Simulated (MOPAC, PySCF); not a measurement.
I4Si, SMILES `I[Si](I)(I)I`, neutral singlet in the gas phase. 

Z-matrix (Å, degrees):
```
Si
I 1 2.4392
I 1 2.4392 2 109.47
I 1 2.4392 2 109.47 3 120.00
I 1 2.4392 2 109.47 3 -120.00
```
Charge 0, spin multiplicity 1.

All levels are single points at this geometry (PBE0-D3(BJ)/def2-SVP); Pople sets use spherical d functions. Orbital energies aren't observables, and empty levels follow the basis.

M06-2X/def2-TZVP in PySCF gives gap (eV) = 6.78.

Q: Estimate the gap (eV) from each of these levels: B3LYP/6-31G* (LANL2DZ on I) in PySCF; M06-2X/6-31G* (LANL2DZ on I) in PySCF; SVWN5/6-31G* (LANL2DZ on I) in PySCF; HF/6-31G* (LANL2DZ on I) in PySCF; PM3 in MOPAC.

A: 
```json
[
 {"level": "B3LYP/6-31G* (LANL2DZ on I) in PySCF", "gap (eV)": "4.59"},
 {"level": "M06-2X/6-31G* (LANL2DZ on I) in PySCF", "gap (eV)": "6.45"},
 {"level": "SVWN5/6-31G* (LANL2DZ on I) in PySCF", "gap (eV)": "3.10"},
 {"level": "HF/6-31G* (LANL2DZ on I) in PySCF", "gap (eV)": "10.57"},
 {"level": "PM3 in MOPAC", "gap (eV)": "6.35"}
]
```
